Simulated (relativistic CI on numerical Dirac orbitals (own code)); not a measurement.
## How well does a small relativistic CI reproduce F⁵⁺?

Method of calculation: Dirac-Coulomb-Breit CI, separate exchange-only KLI orbitals for each configuration, QED by a radiative potential, valence Slater integrals scaled by 0.85, P86 correlation energy added to each configuration (own radial code, finite nucleus).

Configurations in the expansion (outside the closed core 1s2): 2s2, 2s 2p, 2p2, 2p 3s, 2p 3p, 2s 3s, 2s 3p, 2s 3d, 2s 4s, 2s 4p, 2s 4d, 2s 4f, 3s2, 3s 3p, 3p2. Levels of other configurations are missing.

```tsv
Configuration	Term (tabulated)	J	Measured (cm⁻¹)	Computed	Error	Purity (%)
2s2	1S	0	0.0	0	0	95
2s 2p	3P°	1	96861.0	97793	932	100
2s 2p	3P°	2	97437.0	98358	921	100
2p2	3P	1	251635.0	253948	2313	100
2p2	3P	2	252145.0	254443	2298	100
2p2	1D	2	274597.0	277711	3114	99
2p2	1S	0	340424.0	336014	-4410	95
2s 3s	3S	1	747298.0	745448	-1850	98
2s 3s	1S	0	764392.0	760518	-3874	97
2s 3p	3P°	1	790326.0	789726	-600	97
2s 3p	3P°	2	790474.0	789861	-613	99
2s 3d	3D	3	812208.0	810665	-1543	99
2s 3d	1D	2	826853.0	825482	-1371	98
2p 3s	3P°	0	871160.0	871394	234	99
2p 3s	3P°	1	871441.0	871689	248	99
2p 3s	3P°	2	872078.0	872328	250	99
2p 3p	1P	1	895287.0	896776	1489	99
2p 3p	3D	2	900785.0	901704	919	99
2p 3p	3D	3	901397.0	902292	895	99
2p 3p	3S	1	909316.0	908820	-496	97
2p 3p	3P	1	915420.0	914044	-1376	100
2p 3p	3P	2	915770.0	914384	-1386	100
2p 3p	1D	2	925393.0	924991	-402	99
2p 3p	1S	0	934633.0	940994	6361	90
2s 4s	3S	1	989928.0	989040	-888	99
2s 4s	1S	0	997693.0	998605	912	93
```

Measured levels from Moore, Atomic Energy Levels, vol. I, NSRDS-NBS 35 (1971 reprint of NBS Circular 467, 1949); pairs were made by configuration, J and term (by order where the table uses no LS term), so strongly mixed levels may be paired wrongly. The analysis dates from before 1960.

Mean error by configuration (cm⁻¹): 2s 2p 927; 2p2 829; 2s 3s -2862; 2s 3p -607; 2s 3d -1457; 2p 3s 244; 2p 3p 750; 2s 4s 12. Over the excited levels the mean absolute error is 1588 cm⁻¹ (25 of the 33 excited levels that our extract of the source holds in range could be paired, and the others can miss by more), and the median relative error of those above 1,000 cm⁻¹ is 0.15 %.
